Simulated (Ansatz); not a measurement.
Computed with Ansatz on PBE0-D4/def2-TZVP structures; ΔE is electronic, products minus reactants. CCSD(T)/CBS is the MP2 limit (def2-TZVPP, def2-QZVPP) plus CCSD(T) − MP2 in def2-TZVPP, frozen cores. DFT in def2-TZVPP. B3LYP here is the variant with VWN-RPA as its local correlation; programs differ in this. HSE06 is defined as in plane-wave codes. Elements past krypton have def2 core potentials. For In, Zr outer-core shells are correlated without core-valence functions, which leaves a few kJ/mol of doubt a bond. Each species was taken in one conformer, which may not be the lowest.

Consider the redistribution: `[SH][In]([SH])[SH]` + `[F][Zr]([SH])([SH])[SH]` → `[F][In]([SH])[SH]` + `[SH][Zr]([SH])([SH])[SH]`.

```json
{"level": "LDA (SPW92)", "ΔE (kcal/mol)": "27.2", "difference from CCSD(T)/CBS": "1.5"}
{"level": "revPBE-D4", "ΔE (kcal/mol)": "25.9", "difference from CCSD(T)/CBS": "0.2"}
{"level": "BLYP-D4", "ΔE (kcal/mol)": "26.1", "difference from CCSD(T)/CBS": "0.4"}
{"level": "r2SCAN-D4", "ΔE (kcal/mol)": "26.8", "difference from CCSD(T)/CBS": "1.1"}
{"level": "B97M-V", "ΔE (kcal/mol)": "26.1", "difference from CCSD(T)/CBS": "0.4"}
{"level": "PBE0-D4", "ΔE (kcal/mol)": "27.1", "difference from CCSD(T)/CBS": "1.4"}
{"level": "r2SCANh-D4", "ΔE (kcal/mol)": "27.0", "difference from CCSD(T)/CBS": "1.3"}
{"level": "r2SCAN0-D4", "ΔE (kcal/mol)": "27.4", "difference from CCSD(T)/CBS": "1.7"}
{"level": "HSE06-D4", "ΔE (kcal/mol)": "27.1", "difference from CCSD(T)/CBS": "1.4"}
{"level": "BHLYP-D4", "ΔE (kcal/mol)": "27.8", "difference from CCSD(T)/CBS": "2.1"}
{"level": "CAM-B3LYP-D4", "ΔE (kcal/mol)": "28.2", "difference from CCSD(T)/CBS": "2.5"}
{"level": "ωB97M-V", "ΔE (kcal/mol)": "27.9", "difference from CCSD(T)/CBS": "2.2"}
{"level": "B2PLYP", "ΔE (kcal/mol)": "26.5", "difference from CCSD(T)/CBS": "0.8"}
{"level": "PBE-QIDH", "ΔE (kcal/mol)": "26.7", "difference from CCSD(T)/CBS": "1.0"}
{"level": "PBE", "ΔE (kcal/mol)": "26.8", "difference from CCSD(T)/CBS": "1.1"}
{"level": "revPBE", "ΔE (kcal/mol)": "26.9", "difference from CCSD(T)/CBS": "1.2"}
{"level": "BLYP", "ΔE (kcal/mol)": "27.1", "difference from CCSD(T)/CBS": "1.4"}
{"level": "r2SCAN", "ΔE (kcal/mol)": "26.9", "difference from CCSD(T)/CBS": "1.2"}
{"level": "PBE0", "ΔE (kcal/mol)": "27.6", "difference from CCSD(T)/CBS": "1.9"}
{"level": "B3LYP", "ΔE (kcal/mol)": "27.8", "difference from CCSD(T)/CBS": "2.1"}
{"level": "r2SCANh", "ΔE (kcal/mol)": "27.2", "difference from CCSD(T)/CBS": "1.5"}
{"level": "r2SCAN0", "ΔE (kcal/mol)": "27.6", "difference from CCSD(T)/CBS": "1.9"}
{"level": "HSE06", "ΔE (kcal/mol)": "27.6", "difference from CCSD(T)/CBS": "1.9"}
{"level": "BHLYP", "ΔE (kcal/mol)": "28.6", "difference from CCSD(T)/CBS": "2.9"}
{"level": "CAM-B3LYP", "ΔE (kcal/mol)": "28.7", "difference from CCSD(T)/CBS": "3.0"}
{"level": "LC-ωPBE", "ΔE (kcal/mol)": "28.9", "difference from CCSD(T)/CBS": "3.2"}
{"level": "RPA@PBE/def2-TZVPP", "ΔE (kcal/mol)": "25.5", "difference from CCSD(T)/CBS": "-0.2"}
{"level": "HF/def2-SVP", "ΔE (kcal/mol)": "31.3", "difference from CCSD(T)/CBS": "5.6"}
{"level": "CCSD/def2-SVP", "ΔE (kcal/mol)": "28.5", "difference from CCSD(T)/CBS": "2.8"}
{"level": "CCSD(T)/def2-SVP", "ΔE (kcal/mol)": "27.6", "difference from CCSD(T)/CBS": "1.9"}
{"level": "HF/def2-TZVPP", "ΔE (kcal/mol)": "29.7", "difference from CCSD(T)/CBS": "4.0"}
{"level": "MP2/def2-TZVPP", "ΔE (kcal/mol)": "25.1", "difference from CCSD(T)/CBS": "-0.6"}
{"level": "SCS-MP2/def2-TZVPP", "ΔE (kcal/mol)": "25.8", "difference from CCSD(T)/CBS": "0.1"}
{"level": "CCSD/def2-TZVPP", "ΔE (kcal/mol)": "27.3", "difference from CCSD(T)/CBS": "1.6"}
{"level": "CCSD(T)/def2-TZVPP", "ΔE (kcal/mol)": "26.1", "difference from CCSD(T)/CBS": "0.4"}
{"level": "HF/def2-QZVPP", "ΔE (kcal/mol)": "29.6", "difference from CCSD(T)/CBS": "3.9"}
{"level": "SCS-MP2/def2-QZVPP", "ΔE (kcal/mol)": "25.5", "difference from CCSD(T)/CBS": "-0.2"}
{"level": "HF/CBS(def2)", "ΔE (kcal/mol)": "29.6", "difference from CCSD(T)/CBS": "3.9"}
{"level": "MP2/CBS(def2)", "ΔE (kcal/mol)": "24.7", "difference from CCSD(T)/CBS": "-1.0"}
{"level": "CCSD/CBS(def2)", "ΔE (kcal/mol)": "26.9", "difference from CCSD(T)/CBS": "1.2"}
{"level": "CCSD(T)/CBS", "ΔE (kcal/mol)": "25.7", "difference from CCSD(T)/CBS": "0"}
```

Largest T1 diagnostic among the species: 0.019.

Leaving LDA and LC-ωPBE aside and taking each functional with its dispersion term where it has one, the values, not all of them listed here, spread over 2.2 kcal/mol, from revPBE-D4 to ωB97X-V. The D4 term adds −0.8 kcal/mol with B3LYP and −0.5 kcal/mol with PBE0; it sums over pairs of atoms, weighted by their polarisabilities, and B3LYP, whose exchange is more repulsive, gets the larger term.
